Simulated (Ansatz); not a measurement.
## BSiH3OF2 (SMILES FB(F)O[SiH3]): the energy to break a bond

BSiH3OF2 has 8 atoms, charge 0, and is taken as a singlet. As SMILES, `FB(F)O[SiH3]`. Geometry: optimised at r2SCAN/def2-SVP.

```
atom    x (Å)    y (Å)    z (Å)
   F   1.6274  -1.9649   1.1075
   B   0.5942  -1.2572   0.6855
   F  -0.6243  -1.7498   0.8974
   O   0.7767  -0.0801   0.0640
  Si  -0.3425   1.0122  -0.5666
   H  -1.2340   1.4993   0.5224
   H   0.4411   2.1365  -1.1369
   H  -1.1465   0.3468  -1.6290
```

Wanted: the dissociation energy of the O4–B2 bond into doublet SiH3O and doublet BF2 (shapes relaxed at r2SCAN/def2-SVP, no zero-point term). 1 Eh = 2625.50 kJ/mol = 27.2114 eV. Totals in Eh; open shells run unrestricted unless said.

| level | program | BSiH3OF2 | doublet SiH3O | doublet BF2 |
| --- | --- | --- | --- | --- |
| HF/def2-SVP | Ansatz | -589.001500 | -365.358652 | -223.435094 |
| PBE/def2-SVP | Ansatz | -590.472784 | -366.062829 | -224.167514 |
| MP2/def2-SVP, 9 core orbitals frozen | Ansatz | -589.726165 | -365.601250 | -223.863791 |

Work out the dissociation energy at each level.


1. HF/def2-SVP: (-365.358652) + (-223.435094) − (-589.001500) = 0.207754 Eh = 545.5 kJ/mol = 5.65 eV.
2. PBE/def2-SVP: (-366.062829) + (-224.167514) − (-590.472784) = 0.242441 Eh = 636.5 kJ/mol = 6.60 eV.
3. MP2/def2-SVP: (-365.601250) + (-223.863791) − (-589.726165) = 0.261124 Eh = 685.6 kJ/mol = 7.11 eV.

The levels span 545 to 686 kJ/mol; no measured value is set beside them. Hartree–Fock lacks the correlation of the electrons that are unpaired, so it comes out low. A bond enthalpy at 298 K also holds the loss of zero-point energy and thermal terms.
